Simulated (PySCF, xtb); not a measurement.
C2H3F2GaO2, SMILES CC(=O)[O][Ga]([F])[F].

GFN2-xTB (xtb) at its own geometry gives an orbital gap of 4.93 eV and a dipole moment of 6.05 D.

Coordinates come from a B3LYP-D3(BJ)/def2-SVP optimisation. One conformer was computed; it need not be the lowest.

Question: What does CAM-B3LYP/def2-TZVP (PySCF) give? (An estimate is asked for; the answer gives what the named calculation found.)

Answer: gap 11.31 eV (levels -11.32 and -0.01 eV), dipole 4.64 D.
